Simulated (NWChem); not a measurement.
Species: CH$_{5}$CdNO; SMILES C[O][Cd][NH2]

```xyz
9

Cd     0.9902    -0.0701    -0.0889
O      1.0454     1.8689    -0.4133
C      0.0244     2.7469    -0.0776
H     -0.2004     2.7850     1.0098
H      0.3160     3.7746    -0.3688
H     -0.9379     2.5400    -0.5932
N      1.2097    -2.0473     0.1145
H      0.4846    -2.5721    -0.3739
H      1.1642    -2.3462     1.0883
```
Atoms are numbered in this order, from 1.

Results from NWChem. STO-3G and 3-21G are far too small for this property and stand as cheap habits. The geometry was optimised at PBE0/def2-SVP. Not confirmed as a minimum by frequencies. def2 effective core potentials on Cd; no spin-orbit coupling. B3LYP is NWChem's, with the RPA form of VWN correlation. Field at 589 nm.

```json
[
 {"level": "B3LYP/STO-3G (all-electron, non-relativistic)", "isotropic polarisability (bohr³)": "34.0", "anisotropy (bohr³)": "32.8"},
 {"level": "B3LYP/def2-SVP (core potentials)", "isotropic polarisability (bohr³)": "54.1", "anisotropy (bohr³)": "43.7"},
 {"level": "B3LYP/def2-SVPD (core potentials)", "isotropic polarisability (bohr³)": "?", "anisotropy (bohr³)": "43.7"}
]
```

Problem. Some entries are withheld; supply them.

Solution. 
- B3LYP/def2-SVPD (core potentials), isotropic polarisability (bohr³): 62.6
